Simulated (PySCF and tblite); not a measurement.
Results of a calculation; reference values are marked as such.
**Conformers and averaged properties: C8H10, numbered as in [CH2:1]=[CH:2][C:3]1=[CH:4][CH:5]=[CH:6][CH2:7][CH2:8]1**

Conformers came from 60 starts (ETKDG and KDG, MMFF94s, GFN2-xTB); geometries are GFN2-xTB. Weights use HSE06-D3(BJ)/pcSseg-1 energies plus GFN2-xTB zero-point and thermal terms (modes under about 50 cm⁻¹ blended into free rotors). Symmetry numbers and mirror images are counted. Conformers within 5 kcal/mol (GFN2-xTB free energy) were kept, 4 at most. GIAO shieldings: HSE06/pcSseg-1. Shifts are against TMS (¹H), TMS (¹³C) at the same level; of two unlike H on one atom, a is the less shielded. Run with PySCF (density fitting) and tblite.

Torsions listed: C1–C2–C3–C8. The 6-ring runs over atoms 3–4–5–6–7–8. Of a mirror pair one member is shown.

| conformer | shape | symmetry | E(GFN2) kcal/mol | E(DFT) kcal/mol | G(298.15 K) kcal/mol | weight % | dipole D |
| --- | --- | --- | --- | --- | --- | --- | --- |
| 1 | 6-ring half-chair (ring torsions 15, 2, -32, 45, -32, 2°); 4° | C1 (pair) | 0.00 | 0.00 | 0.00 | 99.6 | 0.51 |
| 2 | 6-ring half-chair (ring torsions -15, -1, 32, -47, 34, -3°); 169° | C1 (pair) | 0.89 | 3.51 | 3.26 | 0.4 | 0.48 |

Weights (%) against temperature:

| T (K) | 1 | 2 | S(mix) cal/mol/K |
| --- | --- | --- | --- |
| 200 | 100.0 | 0.0 | 1.38 |
| 298.15 | 99.6 | 0.4 | 1.43 |
| 350 | 99.1 | 0.9 | 1.48 |
| 400 | 98.3 | 1.7 | 1.55 |
| 800 | 87.5 | 12.5 | 2.13 |

Averaged shifts at 298.15 K. ¹H: 6.67 (H2, 1H), 6.35 (H5, 1H), 6.15 (H6, 1H), 6.14 (H4, 1H), 5.50 (H1a, 1H), 5.38 (H1b, 1H), 2.32 (H8, 2H), 2.31 (H7, 2H) ppm. ¹³C: 147.1 (C2), 142.9 (C3), 136.2 (C6), 133.8 (C4), 133.2 (C5), 117.8 (C1), 26.9 (C7), 24.9 (C8) ppm.

Coordinates of conformer 1 (Å):

```xyz
18

C    -2.856   -0.590    0.152
C    -1.978    0.171   -0.497
C    -0.555    0.254   -0.250
C     0.194    1.185   -0.872
C     1.605    1.323   -0.604
C     2.270    0.362    0.038
C     1.569   -0.896    0.450
C     0.098   -0.635    0.778
H    -2.577   -1.248    0.957
H    -3.903   -0.573   -0.100
H    -2.335    0.820   -1.288
H    -0.256    1.869   -1.577
H     2.103    2.217   -0.951
H     3.333    0.431    0.220
H     1.639   -1.612   -0.379
H     2.066   -1.348    1.310
H    -0.426   -1.587    0.850
H     0.020   -0.138    1.752
```

Shifts are unscaled: against experiment ¹³C can be off by 15 ppm or more and ¹H by 0.8 ppm.

Search and properties took 4.9 min on 1 thread of AMD EPYC, shared host (rough), launched as `OMP_NUM_THREADS=1 python ens_run.py task.json out`.
